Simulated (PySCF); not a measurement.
A PySCF script (with the pyscf-properties extension) for the NMR shieldings of SMILES C#CPC1CCCCC1, C$_{8}$H$_{13}$P, on a GFN2-xTB geometry:

```python
import basis_set_exchange as bse
import numpy as np
from pyscf import gto, dft
from pyscf.prop import nmr

atoms = """
C     3.469587   -1.026832    0.407053
C     2.880668   -0.162091   -0.186729
P     2.109685    1.030906   -1.235026
C     0.329522    0.759307   -0.707223
C     0.125802    0.861400    0.802252
C    -1.340740    0.632152    1.159030
C    -1.809142   -0.727096    0.648850
C    -1.616357   -0.821382   -0.861638
C    -0.152078   -0.595229   -1.226244
H     3.963806   -1.761598    0.973410
H     2.339919    2.101891   -0.352312
H    -0.250360    1.552160   -1.201355
H     0.743464    0.108906    1.299521
H     0.443465    1.845541    1.159267
H    -1.952376    1.417915    0.708279
H    -1.467257    0.689902    2.242375
H    -1.231422   -1.515151    1.137377
H    -2.861229   -0.876262    0.900182
H    -2.233502   -0.065025   -1.353130
H    -1.938662   -1.801201   -1.220028
H    -0.024430   -0.644128   -2.311476
H     0.461225   -1.385481   -0.783285
"""
names = dict.fromkeys(["C", "P", "H"], "pcSseg-1")
basis = {el: gto.basis.parse(bse.get_basis(n, elements=[el], fmt="nwchem")) for el, n in names.items()}
mol = gto.M(atom=atoms, basis=basis, charge=0, verbose=0)
mf = dft.RKS(mol, xc="PBE0")
mf.grids.level = 2
mf.grids.alignment = dft.numint.BLKSIZE   # the property module wants whole blocks of grid points
mf.conv_tol = 1e-9
mf.kernel()

calc = nmr.RKS(mf)   # GIAO
C = mf.mo_coeff
Co = C[:, mf.mo_occ > 0]
resp = mf.gen_response(singlet=True, hermi=2)
def vind(x):   # induced exchange potential for any number of trial vectors
    d = np.einsum("pi,xij,qj->xpq", C, 2 * x.reshape(-1, C.shape[1], Co.shape[1]), Co, optimize=True)
    return np.einsum("xpq,pi,qj->xij", resp(d - d.transpose(0, 2, 1)), C, Co, optimize=True).ravel()
mo1, _ = nmr.rhf.solve_mo1(calc, with_cphf=vind)
sigma = calc.kernel(mo1)
for i, s in enumerate(sigma):   # ppm
    print("%2d %-2s %9.2f" % (i, mol.atom_pure_symbol(i), np.trace(s) / 3))
```

Task: What are the results?

Result: 
```
 0 C      84.01
 1 C     102.45
 2 P     415.73
 3 C     148.79
 4 C     147.48
 5 C     155.05
 6 C     157.52
 7 C     155.36
 8 C     154.76
 9 H      29.43
10 H      27.61
11 H      30.42
12 H      29.48
13 H      29.91
14 H      30.39
15 H      29.84
16 H      30.54
17 H      30.00
18 H      30.43
19 H      29.81
20 H      29.87
21 H      30.16
```

These numbers come from an equivalent density-fitted implementation of the same equations, which agrees with the script to about 0.01 ppm for H and up to a few tenths of a ppm for heavy atoms, so last digits may differ.

Size and cost of the density-fitted run: 225 basis functions, 64 s wall time on 1 thread of an Intel Xeon 6975P-C, shared host; peak memory 1 GiB.
